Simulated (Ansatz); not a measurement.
Cost and result for the atomization energy of CH10BNSi2 (`CB(N)[SiH2][SiH3]`) (15 atoms, 14 bonds).

```xyz
15

C     0.972    1.731    0.358
B     1.037    0.242   -0.142
N     2.174   -0.531    0.077
Si   -0.546   -0.618   -1.071
Si   -2.309   -0.901    0.444
H     1.887    2.068    0.854
H     0.140    1.870    1.057
H     0.770    2.412   -0.476
H     2.270   -1.485   -0.224
H     2.989   -0.177    0.556
H    -1.061    0.225   -2.191
H    -0.217   -1.961   -1.641
H    -2.692    0.411    1.037
H    -3.519   -1.488   -0.196
H    -1.896   -1.798    1.559
```

Charge 0, multiplicity 1. Geometry: relaxed with PBE0-D4/def2-TZVP. It is one conformer, not always the lowest. Program: Ansatz. All runs use 4 threads of an AMD EPYC 9R45 on a shared host. Times are those of one run each, without the atoms' runs, and a repeat can differ threefold. Electronic energies, without spin–orbit coupling; frozen cores. CCSD(T)/CBS adds CCSD(T) − MP2 in def2-TZVPP to the MP2 limit, and its time is that of the two runs behind it. T1 = 0.013. B3LYP takes the VWN-RPA correlation (the form of Gaussian; ORCA's B3LYP/G).

CCSD(T)/CBS is a level of theory with its own doubt, some kJ/mol a heavy atom from the limit and from the frozen cores, so smaller differences don't rank the functionals.

| level | functions | wall time |
| --- | --- | --- |
| PBE-D4/def2-TZVPP (with forces) | 317 | 1.6 s |
| PBE0-D4/def2-TZVPP | 317 | 1.9 s |
| r2SCAN-D4/def2-TZVPP (with forces) | 317 | 2.5 s |
| B3LYP-D4/def2-TZVPP (with forces) | 317 | 3 s |
| B2PLYP/def2-TZVPP | 317 | 3.3 s |
| ωB97X-V/def2-TZVPP | 317 | 4.3 s |
| ωB97M-V/def2-TZVPP (with forces) | 317 | 6.5 s |
| MP2/def2-QZVPP | 611 | 16 s |
| CCSD(T)/def2-TZVPP | 317 | 4.4 min |
| CCSD(T)/CBS(def2) | – | 4.6 min |

Problem. What atomization energy does each give, and how far from CCSD(T)/CBS? (Estimate.)

Solution. Computed: 
```json
{"level": "PBE-D4/def2-TZVPP (with forces)", "atomization (kJ/mol)": "5172.0", "difference from CCSD(T)/CBS": "45.8", "per bond": "3.3"}
{"level": "PBE0-D4/def2-TZVPP", "atomization (kJ/mol)": "5129.8", "difference from CCSD(T)/CBS": "3.6", "per bond": "0.3"}
{"level": "r2SCAN-D4/def2-TZVPP (with forces)", "atomization (kJ/mol)": "5143.3", "difference from CCSD(T)/CBS": "17.1", "per bond": "1.2"}
{"level": "B3LYP-D4/def2-TZVPP (with forces)", "atomization (kJ/mol)": "5154.7", "difference from CCSD(T)/CBS": "28.5", "per bond": "2.0"}
{"level": "B2PLYP/def2-TZVPP", "atomization (kJ/mol)": "5078.1", "difference from CCSD(T)/CBS": "-48.1", "per bond": "-3.4"}
{"level": "ωB97X-V/def2-TZVPP", "atomization (kJ/mol)": "5166.8", "difference from CCSD(T)/CBS": "40.6", "per bond": "2.9"}
{"level": "ωB97M-V/def2-TZVPP (with forces)", "atomization (kJ/mol)": "5148.8", "difference from CCSD(T)/CBS": "22.6", "per bond": "1.6"}
{"level": "MP2/def2-QZVPP", "atomization (kJ/mol)": "5077.9", "difference from CCSD(T)/CBS": "-48.3", "per bond": "-3.4"}
{"level": "CCSD(T)/def2-TZVPP", "atomization (kJ/mol)": "5002.8", "difference from CCSD(T)/CBS": "-123.4", "per bond": "-8.8"}
{"level": "CCSD(T)/CBS(def2)", "atomization (kJ/mol)": "5126.2", "difference from CCSD(T)/CBS": "0.0", "per bond": "0.0"}
```

In def2-TZVPP, CCSD(T) changes the Hartree–Fock value by +1133.6 kJ/mol (the triples alone add +54.8 kJ/mol) and MP2 by +1135.7 kJ/mol; breaking electron pairs costs correlation energy, which Hartree–Fock lacks. The D4 term adds +50.8 kJ/mol with B3LYP and +27.3 kJ/mol with PBE0; it sums over pairs of atoms, weighted by their polarisabilities, and B3LYP, whose exchange is more repulsive, gets the larger term. From PBE to PBE0 (25 % exact exchange), in def2-TZVPP and without D4, the atomization energy moves by −37.7 kJ/mol: exact exchange takes away binding that semilocal exchange gives to molecules.
